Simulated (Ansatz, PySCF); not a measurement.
Si(H)(Cl)2(vinyl) (C2H4Cl2Si), SMILES C([SiH](Cl)Cl)=C.

Geometry: B3LYP-D3(BJ)/def2-SVP. One conformer was computed; it need not be the lowest.

Vertical ionisation energy (IE) and electron affinity (EA) in eV. Rows of orbital energies are one-electron estimates. Where ΔSCF, EOM or ADC give a negative EA the extra electron is unbound and the value depends on the basis.

| level | IE | EA |
|---|---|---|
| −ε(HOMO), −ε(LUMO), ωB97X/def2-TZVP (PySCF) | 10.89 | -1.04 |
| −ε(HOMO), −ε(LUMO), PBE/def2-TZVP (PySCF) | 7.33 | 2.14 |
| ΔSCF, CAM-B3LYP/def2-SVPD (Ansatz), final states of multiplicity 2 and 2 | ? | ? |
| ΔSCF, PBE/def2-SVPD (Ansatz), final states of multiplicity 2 and 2 | 10.17 | -0.46 |

Complete the blanks. (The exact figures need the calculation; the answer reports its results.)


- ΔSCF, CAM-B3LYP/def2-SVPD (Ansatz, a program for electronic structure), final states of multiplicity 2 and 2, IE: 10.76
- ΔSCF, CAM-B3LYP/def2-SVPD (Ansatz), final states of multiplicity 2 and 2, EA: -0.62

What vertical singlet–triplet gap does ΔSCF give with CAM-B3LYP/def2-SVPD (Ansatz) and with PBE/def2-SVPD (Ansatz)? (The exact figures need the calculation; the answer reports its results.)

4.19 and 4.24 eV (triplet above singlet where positive).
